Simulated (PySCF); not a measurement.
CS, charge +1, doublet, geometry from GFN2-xTB (a state made from the parent by changing its charge; the spin is typed, not shown lowest). Base run: MN15/cc-pVDZ in PySCF.

Here is a job for PySCF.
```python
from pyscf import gto, scf, dft

mol = gto.Mole()
mol.atom = '''
    C    -0.000000   -0.000000   -1.079034
    S     0.000000    0.000000    0.404638
'''
mol.basis = 'cc-pvdz'
mol.charge = 1
mol.spin = 1
mol.verbose = 4
mol.build()

mf = dft.UKS(mol)
mf.xc = 'mn15'
mf.kernel()
```

The base run was repeated with changes; each row names its change, and settings that it needs were set with it.

| change | ΔE vs base (mEh) | grid points | electrons on the grid |
|---|---|---|---|
| base | 0.000 | 33000 | 21.00000 |
| grids.radi_method = mura_knowles | 0.000 | 30624 | 21.00000 |
| grids.level = 1 | 0.161 | 11496 | 21.00000 |
| grids.radi_method = gauss_chebyshev | 0.000 | 32064 | 21.00000 |
| grids.atom_grid = (50, 194) | 0.164 | 12824 | 21.00000 |
| grids.becke_scheme = stratmann | -0.008 | 33000 | 21.00000 |
| grids.level = 2 | -0.003 | 22960 | 21.00000 |
| grids.atom_grid = (150, 974) | -0.008 | 151920 | 21.00000 |
| grids.level = 0 | 43.765 | 2712 | 20.99840 |
| grids.atom_grid = (99, 590) | -0.006 | 61176 | 21.00000 |
| grids.atom_grid = (30, 110) | -1.422 | 4872 | 20.99992 |

Open shells are given as the SCF converged; they aren't shown to be the lowest states, and a large step between rows can be another state.
